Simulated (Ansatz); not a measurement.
Species: sum formula BNH, net charge 0, doublet state. It need not be the lowest isomer of its formula. 
Coordinates optimised at B3LYP-D3(BJ)/def2-TZVP (Ansatz, a program for electronic structure):
```xyz
3

B      0.0000     0.0000    -0.8356
N      0.0000     0.0000     0.3981
H      0.0000     0.0000     1.3912
```
Charge 0, spin multiplicity 2.

Basis-set convergence of Hartree-Fock and MP2 correlation energies (hartree) with Ansatz. Correlated levels leave the core frozen unless marked. Open shells are spin-unrestricted. Spin-orbit coupling is left out. No relativistic terms.

| basis | functions | E(HF) | E(corr, MP2) |
|---|---|---|---|
| cc-pVDZ | 33 | -79.65654 | -0.21791 |
| cc-pVTZ | 74 | -79.67945 | -0.26781 |
| cc-pVQZ | 140 | -79.68557 | -0.28649 |

Extrapolating the two largest sets (X = 3 and 4) as X^-3: E(corr) = (64·(-0.28649) - 27·(-0.26781))/37 = -0.3001 Eh, an estimate of the basis-set limit. The largest set recovers 95.5 % of it, the smallest 72.6 %.
